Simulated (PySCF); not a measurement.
Molecule: `C([C@H](C)[NH3+])(F)(F)F`, [C$_{3}$H$_{7}$F$_{3}$N]+.

Cartesian coordinates in Å; atom numbers follow the order of the lines, from 1:
```xyz
14

C    -1.323   -0.391    0.511
C     0.069    0.204    0.393
N     0.117    1.225   -0.704
C     1.109   -0.885    0.031
F     0.791   -1.435   -1.146
F     2.312   -0.316   -0.120
F     1.184   -1.824    0.947
H    -1.625   -0.876   -0.416
H    -2.051    0.372    0.773
H    -1.336   -1.143    1.297
H     0.387    0.671    1.332
H     1.066    1.619   -0.812
H    -0.155    0.786   -1.600
H    -0.543    1.992   -0.510
```

Total charge +1.

Frames of a GFN2-xTB Langevin trajectory at 300 K; GIAO PBE0/pcSseg-1 shieldings in PySCF 2.14.0 with density-fitted response routines, gas phase, non-relativistic; equivalent atoms averaged within each frame.

Shifts are taken against calculated references (same method and geometry level): $^{13}$C (σref 186.93) and $^{1}$H (σref 31.72) vs TMS; $^{15}$N (σref 267.73) against NH3; $^{19}$F (σref 170.95) vs CFCl3. The references are static minima.

How do the shifts (ppm) fluctuate along the trajectory?

Answers


```csv
time (fs),C4,C2,C1,N3,F5/F6/F7,H12/H13/H14,H11,H8/H9/H10
250,134.1,60.2,12.6,54.7,-80.7,4.76,4.48,2.10
425,125.0,67.8,16.6,67.7,-95.3,5.29,4.72,2.35
625,138.7,63.2,14.5,60.9,-73.6,4.98,5.31,2.14
800,140.1,71.4,10.1,66.4,-73.6,5.30,4.47,1.15
1000,126.6,63.6,21.8,63.8,-101.4,5.91,4.79,3.38
mean of frames,132.9,65.2,15.1,62.7,-84.9,5.25,4.75,2.23
standard deviation,6.9,4.4,4.4,5.2,12.8,0.44,0.34,0.80
```

5 frames give an uncertainty of the mean of about the standard deviation over 2.2 at best, since frames this close in time may not be independent; classical motion lacks zero-point vibration, and the reference would need the same averaging.
